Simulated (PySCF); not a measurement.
C2H4ClNSi, SMILES N#CC[SiH2]Cl.

Coordinates come from a B3LYP-D3(BJ)/def2-SVP optimisation. The structure was generated by enumeration, and PubChem lists no compound with its InChIKey, so it may never have been made. One conformer was computed; it need not be the lowest.

Calculation: PySCF with B3LYP-D3(BJ)/def2-SVP.

Frequencies are harmonic and unscaled.

Computed vibrational spectrum:
```csv
mode,ν (cm⁻¹),IR (km/mol),Raman (Å⁴/amu),depolarisation,moving atoms (share of kinetic energy)
1,57,3.5,2.1,0.75,"N 35 %, Cl 33 %, C 12 %, Si 10 %, H 9 %"
2,125,1.8,1.1,0.68,"N 31 %, C 23 %, H 21 %, Si 15 %, Cl 10 %"
3,209,7.3,2.6,0.75,"C 30 %, Si 24 %, H 19 %, Cl 16 %, N 12 %"
4,375,0.4,2.7,0.75,"C 52 %, H 28 %, N 19 %"
5,460,2.9,3.0,0.36,"C 57 %, H 23 %, N 10 %, Si 9 %"
6,536,45.0,9.8,0.13,"Si 38 %, Cl 36 %, H 16 %, C 9 %"
7,562,36.3,3.1,0.68,"H 40 %, Si 31 %, C 15 %, Cl 9 %"
8,674,6.4,13.1,0.59,"H 51 %, C 34 %, Si 12 %"
9,688,10.6,9.1,0.75,"H 81 %, C 13 %"
10,788,30.2,8.8,0.47,"H 58 %, C 32 %, Si 10 %"
11,899,233.8,8.2,0.67,"H 80 %, Si 11 %, C 9 %"
12,955,121.7,13.8,0.72,H 93 %
13,974,2.7,3.3,0.39,"C 48 %, H 30 %, N 21 %"
14,1159,7.3,3.2,0.73,"H 87 %, C 12 %"
15,1192,19.7,17.4,0.43,"H 59 %, C 39 %"
16,1405,11.3,10.5,0.66,"H 90 %, C 10 %"
17,2253,97.7,185.1,0.12,H 97 %
18,2271,85.5,95.2,0.45,H 96 %
19,2378,21.1,83.0,0.26,"C 62 %, N 38 %"
20,3040,2.0,122.9,0.08,H 95 %
21,3098,0.6,74.0,0.74,"H 91 %, C 9 %"
```
